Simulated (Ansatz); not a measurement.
`O[SiH](F)[SiH2]Br` + `CCB(S)Cl` → `O[SiH](F)[SiH2]Cl` + `CCB(S)Br`  (redistribution)

Calculated with Ansatz (gas phase, PBE0-D4/def2-TZVP geometries, no zero-point term in ΔE). CCSD(T)/CBS is the MP2 limit (def2-TZVPP, def2-QZVPP) plus CCSD(T) − MP2 in def2-TZVPP, frozen cores. DFT in def2-TZVPP. B3LYP here is the variant with VWN-RPA as its local correlation; programs differ in this. HSE06 is defined as in plane-wave codes. For Br outer-core shells are correlated without core-valence functions, which leaves a few kJ/mol of doubt a bond. Scalar relativity is left out up to krypton. One conformer a species, not always the lowest.

Question: Is it downhill or uphill in electronic energy at CCSD(T)/CBS, and by how much? (An estimate is asked.)

Answer: Ansatz gave: Uphill: ΔE = +7.1 kJ/mol.

Question: What do these levels give: r2SCAN-D4, HSE06-D4, CAM-B3LYP-D4, ωB97X-V, B2PLYP, PBE0, B3LYP, r2SCANh, r2SCAN0, CAM-B3LYP, HF/def2-SVP, CCSD(T)/def2-SVP? (Estimate.)

Answer: The calculation gave: r2SCAN-D4 10.0, HSE06-D4 10.6, CAM-B3LYP-D4 9.6, ωB97X-V 9.6, B2PLYP 8.4, PBE0 10.8, B3LYP 9.7, r2SCANh 10.3, r2SCAN0 10.5, CAM-B3LYP 9.9, HF/def2-SVP 15.1, CCSD(T)/def2-SVP 16.2 kJ/mol.

Largest T1 diagnostic among the species: 0.012.

In def2-TZVPP, CCSD(T) changes the Hartree–Fock value by −3.0 kJ/mol (the triples alone add −0.1 kJ/mol) and MP2 by −4.4 kJ/mol. Leaving LDA and LC-ωPBE aside and taking each functional with its dispersion term where it has one, the values spread over 2.2 kJ/mol, from B2PLYP to HSE06-D4.
